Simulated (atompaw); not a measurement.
**u(r) = r·R(r): atom against pseudo-atom (In)**

Columns: radius, all-electron u(r) and pseudo u(r) of the 4d shell (level -20.24 eV) of indium in the configuration [Kr] 4d10 5s1 5p2; PBE, scalar-relativistic, PAW (atompaw) scheme, atompaw 4.2.0.5.

| r (bohr) | all-electron | pseudo |
| --- | --- | --- |
| 0.098 | -0.2619 | 0.0071 |
| 0.196 | -0.5126 | 0.0533 |
| 0.294 | -0.3764 | 0.1616 |
| 0.392 | -0.0359 | 0.3294 |
| 0.490 | 0.3254 | 0.5306 |
| 0.588 | 0.6195 | 0.7260 |
| 0.687 | 0.8242 | 0.8811 |
| 0.785 | 0.9409 | 0.9729 |
| 0.883 | 0.9897 | 1.0050 |
| 0.981 | 0.9900 | 0.9938 |
| 1.079 | 0.9582 | 0.9583 |
| 1.177 | 0.9070 | 0.9070 |
| 1.275 | 0.8452 | 0.8452 |
| 1.373 | 0.7788 | 0.7788 |
| 1.471 | 0.7116 | 0.7116 |
| 1.569 | 0.6463 | 0.6463 |
| 1.667 | 0.5842 | 0.5842 |
| 1.765 | 0.5263 | 0.5263 |
| 1.863 | 0.4728 | 0.4728 |
| 1.962 | 0.4233 | 0.4233 |
| 2.060 | 0.3789 | 0.3789 |
| 2.158 | 0.3386 | 0.3386 |
| 2.256 | 0.3024 | 0.3024 |
| 2.354 | 0.2698 | 0.2698 |
| 2.452 | 0.2405 | 0.2405 |
| 2.550 | 0.2144 | 0.2144 |

(1) How many radial nodes do the two functions have?

(2) At about which radius was the pseudo-wave matched?

(3) Where does each function peak?

(4) Is the pseudo-wave norm-conserving?

Answers

(1) The all-electron 4d function has n − l − 1 = 1; the pseudo-wave has 0, since the states of the same l below it are removed with the core.

(2) 1.10 bohr, where the columns begin to agree (steps of 0.10 bohr).

(3) Outermost all-electron maximum near 0.98 bohr, pseudo maximum near 0.88 bohr (to the table’s step).

(4) No, it belongs to a PAW set: the norm inside the radius is not constrained, and the difference is carried by the augmentation charge.
